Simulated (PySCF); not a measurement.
## Working out the ionisation energy of Ne²⁺

Ne²⁺ [He] 2s2 2p4 (3P) → Ne³⁺ [He] 2s2 2p3 (4S). Computed with PySCF 2.14 in dyall-av3z (15s9p3d2f, 71 functions), with the spin-free X2C one-electron Hamiltonian (Gaussian nucleus). Frozen: 1s2; the 14 highest virtual orbitals dropped. Energies in hartree (1 hartree = 27.21139 eV):

```
            part  Ne²⁺ (lower)  Ne³⁺ (upper)
             UHF   -126.520070   -124.248629
CCSD correlation     -0.166796     -0.120334
             (T)     -0.001715     -0.000995
```

Q: What does Hartree-Fock give?

A: (-124.248629) − (-126.520070) = 2.271441 hartree = 61.809 eV.

Q: What do CCSD and CCSD(T) give?

A: The CCSD correlation energies differ by 0.046462 hartree = 1.264 eV and the triples by 0.000720 hartree = 0.020 eV, so CCSD gives 63.073 eV and CCSD(T) 63.093 eV.

A first-order spin-orbit estimate adds 0.038 eV to CCSD(T) (valence), giving 63.131 eV against 63.423 eV (measured; NIST Atomic Spectra Database, ionization energies).

What remains against the reference includes basis incompleteness, the frozen core and higher excitations.
